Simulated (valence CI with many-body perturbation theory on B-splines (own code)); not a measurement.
**E1 transitions of Tm⁶¹⁺**

Method: valence CI with perturbative core correlation (CI+MBPT): six valence electrons over a frozen Dirac-Fock core [He], radial functions for each j: 9 s, 9 p, 8 d, 6 f, 3 g, 1 h, with the one-electron correlation potential Σ1 (screened to all orders), the two-electron term Σ2, the three-electron term Σ3, Breit, model QED; selected single and double excitations, second order for the rest, scaled by the run's own slope (own B-spline code, finite nucleus).

No measured spectrum was set against this ion. As an estimate, large intervals hold to a few tenths of a per cent, small ones and those within an open d or f shell to about a per cent. Among the levels kept, up to 2100 cm⁻¹ of a level comes from second order outside the variational space, and about a tenth of that is noise between levels of different J, which matters for small intervals.

Lines 101 to 150 of 190 in falling wavelength, among levels below 8995.9 eV, chosen from the strongest by gf and those to the six lowest levels. Wavelengths and rates use the calculated energies. Electric multipoles are in the length gauge with retardation, E1 and E2 with the static RPA response of the core. Weak lines are less certain than strong ones. Lines between different terms over intervals too small for the method are left out, as are lines whose strength nearly cancels. The highest levels of a list are the least certain.

Levels are named by their leading jj configuration (3d3/2^4 stands for four electrons in 3d with j = 3/2), which in mixed levels can hold well under half, so a name can repeat and another be missing. Letters in brackets count levels of one name in rising energy.

| λ vac (Å) | Upper | Lower | A (s⁻¹) | S (a.u.) with core polarisation | S without |
| --- | --- | --- | --- | --- | --- |
| 1.995 | (2s^2 2p1/2^2 2p3/2 3p1/2) J=2 | (2s 2p1/2^2 2p3/2^3) J=2 | 7.59e+09 | 1.49e-07 | 1.49e-07 |
| 1.929 | (2s^2 2p1/2^2 2p3/2 3p3/2) J=1 | (2s 2p1/2^2 2p3/2^3) J=1 | 1.60e+10 | 1.70e-07 | 1.70e-07 |
| 1.921 | (2s^2 2p1/2^2 2p3/2 3s) J=2 | (2s^2 2p1/2 2p3/2^3) J=2 | 1.05e+10 | 1.84e-07 | 1.84e-07 |
| 1.921 | (2s^2 2p1/2^2 2p3/2 3p3/2) J=2 | (2s 2p1/2^2 2p3/2^3) J=1 | 5.35e+09 | 9.36e-08 | 9.36e-08 |
| 1.919 | (2s^2 2p1/2^2 2p3/2 3s) J=1 | (2s^2 2p1/2 2p3/2^3) J=2 | 5.73e+09 | 6.00e-08 | 6.00e-08 |
| 1.916 | (2s^2 2p1/2^2 2p3/2 3s) J=2 | (2s^2 2p1/2 2p3/2^3) J=1 | 2.20e+09 | 3.82e-08 | 3.83e-08 |
| 1.914 | (2s^2 2p1/2^2 2p3/2 3p3/2) J=0 | (2s 2p1/2^2 2p3/2^3) J=1 | 4.84e+11 | 1.68e-06 | 1.68e-06 |
| 1.913 | (2s^2 2p1/2^2 2p3/2 3s) J=1 | (2s^2 2p1/2 2p3/2^3) J=1 | 1.83e+10 | 1.90e-07 | 1.89e-07 |
| 1.906 | (2s^2 2p1/2^2 2p3/2 3p3/2) J=3 | (2s 2p1/2^2 2p3/2^3) J=2 | 5.39e+10 | 1.29e-06 | 1.29e-06 |
| 1.906 | (2s^2 2p1/2^2 2p3/2 3p3/2) J=1 | (2s 2p1/2^2 2p3/2^3) J=2 | 1.07e+11 | 1.10e-06 | 1.09e-06 |
| 1.898 | (2s^2 2p1/2^2 2p3/2 3p3/2) J=2 | (2s 2p1/2^2 2p3/2^3) J=2 | 7.34e+10 | 1.24e-06 | 1.24e-06 |
| 1.780 | (2s^2 2p1/2^2 2p3/2 3d3/2) J=2 | (2s^2 2p1/2 2p3/2^3) J=2 | 4.10e+10 | 5.71e-07 | 5.72e-07 |
| 1.779 | (2s^2 2p1/2^2 2p3/2 3d3/2) J=3 | (2s^2 2p1/2 2p3/2^3) J=2 | 9.41e+09 | 1.83e-07 | 1.83e-07 |
| 1.778 | (2s^2 2p1/2^2 2p3/2 3d3/2) J=1 | (2s^2 2p1/2 2p3/2^3) J=2 | 8.85e+10 | 7.36e-07 | 7.36e-07 |
| 1.776 | (2s^2 2p1/2^2 2p3/2 3d3/2) J=2 | (2s^2 2p1/2 2p3/2^3) J=1 | 1.46e+11 | 2.02e-06 | 2.02e-06 |
| 1.773 | (2s^2 2p1/2^2 2p3/2 3d3/2) J=1 | (2s^2 2p1/2 2p3/2^3) J=1 | 2.99e+09 | 2.47e-08 | 2.47e-08 |
| 1.772 | (2s^2 2p1/2^2 2p3/2 3d3/2) J=0 | (2s^2 2p1/2 2p3/2^3) J=1 | 7.09e+10 | 1.95e-07 | 1.95e-07 |
| 1.759 | (2s^2 2p1/2^2 2p3/2 3d5/2) J=2 | (2s^2 2p1/2 2p3/2^3) J=2 | 4.25e+09 | 5.70e-08 | 5.73e-08 |
| 1.755 | (2s^2 2p1/2^2 2p3/2 3d5/2) J=3 | (2s^2 2p1/2 2p3/2^3) J=2 | 7.24e+09 | 1.35e-07 | 1.35e-07 |
| 1.754 | (2s^2 2p1/2^2 2p3/2 3d5/2) J=2 | (2s^2 2p1/2 2p3/2^3) J=1 | 3.20e+09 | 4.25e-08 | 4.24e-08 |
| 1.752 | (2s^2 2p1/2^2 2p3/2 3d5/2) J=1 | (2s^2 2p1/2 2p3/2^3) J=2 | 9.46e+09 | 7.54e-08 | 7.56e-08 |
| 1.748 | (2s^2 2p1/2^2 2p3/2 3d5/2) J=1 | (2s^2 2p1/2 2p3/2^3) J=1 | 2.96e+10 | 2.34e-07 | 2.34e-07 |
| 1.738 | (2s^2 2p1/2 2p3/2^2 3p1/2) J=1 [a] | (2s 2p1/2^2 2p3/2^3) J=1 | 8.42e+10 | 6.55e-07 | 6.54e-07 |
| 1.736 | (2s^2 2p1/2 2p3/2^2 3p1/2) J=2 [a] | (2s 2p1/2^2 2p3/2^3) J=1 | 3.08e+09 | 3.98e-08 | 3.98e-08 |
| 1.724 | (2s^2 2p1/2 2p3/2^2 3p1/2) J=2 [b] | (2s 2p1/2^2 2p3/2^3) J=1 | 4.75e+11 | 6.00e-06 | 6.00e-06 |
| 1.721 | (2s^2 2p1/2 2p3/2^2 3p1/2) J=1 [b] | (2s 2p1/2^2 2p3/2^3) J=1 | 5.38e+10 | 4.06e-07 | 4.05e-07 |
| 1.720 | (2s^2 2p1/2 2p3/2^2 3p1/2) J=1 [a] | (2s 2p1/2^2 2p3/2^3) J=2 | 1.22e+10 | 9.16e-08 | 9.16e-08 |
| 1.718 | (2s^2 2p1/2 2p3/2^2 3p1/2) J=2 [a] | (2s 2p1/2^2 2p3/2^3) J=2 | 2.68e+10 | 3.36e-07 | 3.35e-07 |
| 1.714 | (2s^2 2p1/2 2p3/2^2 3p1/2) J=3 | (2s 2p1/2^2 2p3/2^3) J=2 | 7.15e+10 | 1.24e-06 | 1.24e-06 |
| 1.711 | (2s^2 2p1/2 2p3/2^2 3p1/2) J=0 | (2s 2p1/2^2 2p3/2^3) J=1 | 8.40e+11 | 2.08e-06 | 2.07e-06 |
| 1.706 | (2s^2 2p1/2 2p3/2^2 3p1/2) J=2 [b] | (2s 2p1/2^2 2p3/2^3) J=2 | 7.92e+11 | 9.70e-06 | 9.69e-06 |
| 1.703 | (2s^2 2p1/2 2p3/2^2 3p1/2) J=1 [b] | (2s 2p1/2^2 2p3/2^3) J=2 | 3.13e+10 | 2.29e-07 | 2.28e-07 |
| 1.683 | (2s 2p1/2^2 2p3/2^2 3s) J=2 [a] | (2s 2p1/2^2 2p3/2^3) J=1 | 1.40e+13 | 1.65e-04 | 1.64e-04 |
| 1.672 | (2s 2p1/2^2 2p3/2^2 3s) J=3 | (2s 2p1/2^2 2p3/2^3) J=2 | 2.52e+13 | 4.07e-04 | 4.06e-04 |
| 1.669 | (2s^2 2p1/2 2p3/2^2 3p3/2) J=2 [a] | (2s 2p1/2^2 2p3/2^3) J=1 | 4.92e+12 | 5.65e-05 | 5.64e-05 |
| 1.669 | (2s^2 2p1/2 2p3/2^2 3p3/2) J=0 | (2s 2p1/2^2 2p3/2^3) J=1 | 2.47e+08 | 5.67e-10 | 5.98e-10 |
| 1.668 | (2s^2 2p1/2 2p3/2^2 3p3/2) J=1 [a] | (2s 2p1/2^2 2p3/2^3) J=1 | 6.52e+13 | 4.48e-04 | 4.47e-04 |
| 1.667 | (2s 2p1/2^2 2p3/2^2 3s) J=1 | (2s 2p1/2^2 2p3/2^3) J=1 | 1.34e+13 | 9.23e-05 | 9.21e-05 |
| 1.667 | (2s^2 2p1/2^2 2p3/2 3s) J=1 | (2s^2 2p1/2^2 2p3/2^2) J=0 | 5.45e+13 | 3.74e-04 | 3.73e-04 |
| 1.666 | (2s 2p1/2^2 2p3/2^2 3s) J=2 [a] | (2s 2p1/2^2 2p3/2^3) J=2 | 1.41e+14 | 1.61e-03 | 1.61e-03 |
| 1.664 | (2s^2 2p1/2 2p3/2^2 3p3/2) J=1 [b] | (2s 2p1/2^2 2p3/2^3) J=1 | 4.60e+13 | 3.14e-04 | 3.13e-04 |
| 1.664 | (2s^2 2p1/2 2p3/2^2 3s) J=2 [a] | (2s^2 2p1/2 2p3/2^3) J=2 | 7.30e+12 | 8.30e-05 | 8.29e-05 |
| 1.663 | (2s 2p1/2^2 2p3/2^2 3s) J=2 [b] | (2s 2p1/2^2 2p3/2^3) J=1 | 2.07e+13 | 2.34e-04 | 2.34e-04 |
| 1.662 | (2s^2 2p1/2 2p3/2^2 3s) J=1 [a] | (2s^2 2p1/2 2p3/2^3) J=2 | 2.77e+13 | 1.88e-04 | 1.88e-04 |
| 1.660 | (2s^2 2p1/2 2p3/2^2 3s) J=2 [a] | (2s^2 2p1/2 2p3/2^3) J=1 | 2.16e+13 | 2.44e-04 | 2.44e-04 |
| 1.659 | (2s 2p1/2^2 2p3/2^2 3s) J=0 | (2s 2p1/2^2 2p3/2^3) J=1 | 7.90e+13 | 1.78e-04 | 1.78e-04 |
| 1.659 | (2s^2 2p1/2 2p3/2^2 3s) J=3 | (2s^2 2p1/2 2p3/2^3) J=2 | 2.75e+13 | 4.33e-04 | 4.33e-04 |
| 1.657 | (2s^2 2p1/2 2p3/2^2 3s) J=1 [a] | (2s^2 2p1/2 2p3/2^3) J=1 | 1.38e+14 | 9.32e-04 | 9.31e-04 |
| 1.657 | (2s^2 2p1/2 2p3/2^2 3s) J=2 [b] | (2s^2 2p1/2 2p3/2^3) J=2 | 1.46e+14 | 1.64e-03 | 1.64e-03 |
| 1.656 | (2s^2 2p1/2^2 2p3/2 3s) J=2 | (2s^2 2p1/2^2 2p3/2^2) J=2 | 7.97e+13 | 8.93e-04 | 8.92e-04 |
